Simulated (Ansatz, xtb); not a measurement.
# Two structures of CH4ClF2NOW

Structure X is a singlet given by its coordinates and structure Y is a singlet given by its coordinates. Both are isolated molecules in the gas phase, relaxed with PBE0-D4/def2-SVP.

X (Å):

```xyz
11

C     0.3652   -1.4559   -0.6964
Cl    1.4081    2.7120   -1.1920
F    -1.3847    2.0616   -1.0408
F     1.1220    1.1415   -3.5786
N     0.1080   -0.2555   -1.3968
O    -1.4885    1.0352   -3.4451
W    -0.1223    1.2466   -2.1722
H     1.2578   -1.3319   -0.0616
H    -0.4893   -1.7188   -0.0519
H     0.5507   -2.2825   -1.4013
H    -2.0284    0.2750   -3.6829
```

Close contacts (Å): C1–N5 1.41, Cl2–W7 2.33, F3–W7 1.88, F4–W7 1.88, N5–W7 1.71, O6–W7 1.88, C1–H8 1.10, C1–H9 1.10, C1–H10 1.10, O6–H11 0.96, W7–H11 2.62.

Y (Å):

```xyz
11

C    -0.9467   -0.1540    0.6726
Cl    3.0148    0.6837   -0.3180
F    -0.0199    1.0559   -3.0790
F     1.6160   -0.7225   -2.3917
N    -0.0821    0.3367   -0.3313
O     1.1189    2.7080   -1.3941
W     1.0230    0.8436   -1.5274
H    -1.4894   -1.0427    0.3126
H    -1.6797    0.6156    0.9642
H    -0.3596   -0.4374    1.5622
H     0.9376    3.3606   -0.7114
```

Close contacts (Å): C1–N5 1.41, Cl2–W7 2.34, F3–W7 1.88, F4–W7 1.88, N5–W7 1.71, O6–W7 1.87, C1–H8 1.10, C1–H9 1.10, C1–H10 1.10, O6–H11 0.96, W7–H11 2.65.

Estimate E(Y) − E(X) at the level CCSD(T)/def2-SVP + ΔMP2/def2-TZVPP.

CCSD(T)/def2-SVP + ΔMP2/def2-TZVPP gives E(Y) − E(X) = −0.35 kcal/mol, slightly favouring structure Y, which is too small a margin to settle the true order.

Level by level:

```json
{"level": "PBE0-D4/def2-SVP", "geometry": "PBE0-D4/def2-SVP", "E(Y) − E(X) (kcal/mol)": "−0.21", "departure from the last row (kcal/mol)": "+0.14", "job, with rough time for the two": "optimisation, 6.8 min"}
{"level": "HF/def2-SVP", "geometry": "PBE0-D4/def2-SVP", "E(Y) − E(X) (kcal/mol)": "−0.12", "departure from the last row (kcal/mol)": "+0.23", "job, with rough time for the two": "part of the CCSD(T) run"}
{"level": "MP2/def2-SVP", "geometry": "PBE0-D4/def2-SVP", "E(Y) − E(X) (kcal/mol)": "−0.25", "departure from the last row (kcal/mol)": "+0.11", "job, with rough time for the two": "part of the CCSD(T) run"}
{"level": "CCSD(T)/def2-SVP", "geometry": "PBE0-D4/def2-SVP", "E(Y) − E(X) (kcal/mol)": "−0.17", "departure from the last row (kcal/mol)": "+0.18", "job, with rough time for the two": "single point"}
{"level": "CCSD(T)/def2-SVP + ΔMP2/def2-TZVPP", "geometry": "PBE0-D4/def2-SVP", "E(Y) − E(X) (kcal/mol)": "−0.35", "departure from the last row (kcal/mol)": "", "job, with rough time for the two": "single point, 3.7 min"}
```

The largest departure from CCSD(T)/def2-SVP + ΔMP2/def2-TZVPP is that of HF/def2-SVP, 0.23 kcal/mol. A small imaginary or near-zero mode remains, so no thermal terms are given. Levels run at GFN2-xTB geometries aren't shown. The last row adds to CCSD(T) the change of the MP2 difference between the two basis sets, here −0.18 kcal/mol.

The correlated steps freeze 10 core orbitals. Atoms past krypton carry core potentials in the def2 sets and no spin–orbit term is included. Run with Ansatz 0.2.0, xtb 6.7.1; the last row on 2 threads of Arm Neoverse V1 on a shared host.
